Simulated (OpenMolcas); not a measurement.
V4+ with 6 ligands (bromide) in octahedral coordination (Oh). A charge of +0.333 e stands 2.4 Å behind each ligand. Ligand basis ANO-RCC-VDZP.

| Quantity | Value |
| --- | --- |
| Program | OpenMolcas 26.06 |
| Method | CASSCF |
| Basis | ANO-RCC-VTZP [6s5p3d2f1g] |
| Scalar Hamiltonian | DKH2, point nucleus |
| Active space | 1 electron in 5 orbitals (3d) |
| State averaging | 2S+1 = 2 even, 5 roots |
| Spin-orbit coupling | state interaction with AMFI integrals over the reference wave functions |

All ligands move together. At R = 2.49 Å |10Dq| is 14494 cm-1, and at R = 2.57 Å it is 12919 cm-1.

**Question.** A third run gives 17818 cm-1. What distance was it run at?

**Answer.** With a power law R^-n the two known points give n = -ln(12919 / 14494) / ln(2.57 / 2.49) = 3.64. Then R = 2.49 × (14494 / 17818)^(1/3.64) = 2.353 Å. The run was at 2.36 Å, so the estimate is off by -0.007 Å.

An orbital triplet at a regular site is open to Jahn-Teller coupling, which can distort the site and quench the lowest spin-orbit gaps and is left out. Ligand-to-metal charge-transfer states are missing. This ion would oxidise such ligands; the complex is a model and need not exist. With metal d orbitals alone and no dynamic correlation the field as a rule comes out too small, by tens of per cent, by up to half for chloride and softer ligands. The least metal-like active orbital is 72 % on the metal (Löwdin) and no ligand orbital is active, so the numbers are rough (holds for R = 2.36). The least metal-like active orbital is 73 % on the metal (Löwdin) and no ligand orbital is active, so the numbers are rough (holds for R = 2.49). The least metal-like active orbital is 74 % on the metal (Löwdin) and no ligand orbital is active, so the numbers are rough (holds for R = 2.57). No measured value stands beside these numbers; the geometry was imposed, not optimised, and the real ion may take another.
